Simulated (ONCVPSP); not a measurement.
## u(r) = r·R(r): atom against pseudo-atom (sulfur)

Columns: radius, all-electron u(r) and pseudo u(r) of the 2s shell (level -235.84 eV) of sulfur in the configuration [He] 2s2 2p6 3s2 3p2; Wu-Cohen, non-relativistic, ONCV scheme, ONCVPSP 4.0.1.

| r (bohr) | all-electron | pseudo |
| --- | --- | --- |
| 0.038 | -0.6712 | 0.1835 |
| 0.075 | -0.6018 | 0.3631 |
| 0.113 | -0.2333 | 0.5482 |
| 0.150 | 0.1998 | 0.7267 |
| 0.188 | 0.6134 | 0.9034 |
| 0.225 | 0.9425 | 1.0625 |
| 0.263 | 1.1954 | 1.2051 |
| 0.300 | 1.3609 | 1.3165 |
| 0.338 | 1.4605 | 1.3980 |
| 0.375 | 1.5009 | 1.4424 |
| 0.413 | 1.4972 | 1.4526 |
| 0.450 | 1.4613 | 1.4319 |
| 0.488 | 1.4001 | 1.3835 |
| 0.525 | 1.3250 | 1.3169 |
| 0.563 | 1.2379 | 1.2348 |
| 0.600 | 1.1480 | 1.1472 |
| 0.638 | 1.0542 | 1.0541 |
| 0.675 | 0.9640 | 0.9640 |
| 0.713 | 0.8744 | 0.8744 |
| 0.750 | 0.7913 | 0.7913 |
| 0.788 | 0.7111 | 0.7111 |
| 0.825 | 0.6386 | 0.6386 |
| 0.863 | 0.5699 | 0.5699 |
| 0.900 | 0.5087 | 0.5087 |
| 0.938 | 0.4516 | 0.4516 |
| 0.975 | 0.4013 | 0.4013 |

Question: How many radial nodes do the two functions have?

Answer: The all-electron 2s function has n − l − 1 = 1; the pseudo-wave has 0, since the states of the same l below it are removed with the core.

Question: At about which radius was the pseudo-wave matched?

Answer: 0.70 bohr. The columns agree to 0.0005 from 0.64 bohr on; several derivatives are matched, so the curves merge somewhat inside the radius.

Question: Is the pseudo-wave norm-conserving?

Answer: Yes: the ONCV scheme keeps the norm inside the radius equal to the all-electron one, which fixes the energy derivative of the logarithmic derivative at the level.
